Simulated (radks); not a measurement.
Question: Spherical quantum dot in the effective-mass picture: electrons in a well V = -V0 / (1 + exp((r - R)/a)) with V0 = 5.28, R = 4.92, a = 0.3, with a point charge +1 (a donor) at the centre, all in effective atomic units (hartree* = m*/eps^2 hartree, bohr* = eps/m* bohr), one dielectric constant everywhere. Calculated with a radial shooting solver with Libxc functionals: non-relativistic Kohn-Sham, PBEsol, spin-polarised, spherical densities. Levels are named by radial order and angular momentum (1s, 1p, 1d, 2s, ...), and open shells are averaged over m. At N = 7 the configuration is 1s2 1p(up 3, down 2). Does electron 8 go into 2s down or 1p down or 2s up?

Answer: Into 1p down. The total energies of the other choices lie higher by 0.205 hartree* (2s up), 0.212 hartree* (2s down).
